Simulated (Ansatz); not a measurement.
```yaml
crystal:
  periodic: [false, false, false]
  atoms:
    - {symbol: C, position_ang: [-0.672675, 1.472192, 1.347703]}
    - {symbol: C, position_ang: [-0.299618, 0.550342, 1.031506]}
    - {symbol: Se, position_ang: [0.829522, -0.975191, 1.017876]}
    - {symbol: B, position_ang: [0.809533, -1.271430, -0.886821]}
    - {symbol: F, position_ang: [-0.073748, -0.586850, -1.809560]}
    - {symbol: H, position_ang: [-1.464013, 2.166154, 1.779742]}
    - {symbol: H, position_ang: [1.394749, -2.145821, -1.547993]}
basis:
  gaussian: {orbitals: cc-pVTZ}
hamiltonian: {xc: {name: B2PLYP}}
```

```sh
$ ansatz run in.yaml --threads 2 --pin off --events-out ev --progress --plain --max-ram 4352MiB
```

Output, abridged:

```
Functional definition: B2PLYP
1156 factors; integrals over basis functions are off by at most 9.0e-4 eV
mean field evaluation 1: about -70820.5779 eV, gradient 5.7e1 eV
mean field evaluation 2: about -70820.7061 eV, gradient 5.7e1 eV
mean field evaluation 4: about -70827.1402 eV, gradient 7.1e0 eV
mean field evaluation 8: about -70827.2242 eV, gradient 5.9e-1 eV
mean field evaluation 16: about -70827.2248 eV, gradient 3.8e-4 eV
mean field -70827.22481700 eV, -2602.8525036077 hartree, gradient 1.4e-6 eV, S^2 0.000000; 0 other end points of the search recorded, 0 dependent functions left out
13 core orbitals not correlated: weight in the atoms' cores, before any rotation towards them, 1.000 or more for the frozen orbitals, at most 0.000 for the correlated occupied ones
reference -70827.22497576 eV, -2602.8525094418 hartree; 18, 18 occupied and 160, 160 virtual orbitals, 1156 factors
second order -28.28791564 eV of doubles, -0.00000000 eV of singles
Total energy: -70834.86271298 eV, -2603.1331911076 hartree
```

It took 7 s on 2 threads of an Intel Xeon Platinum 8259CL on a shared host, with 0.44 GiB of host memory at the peak.
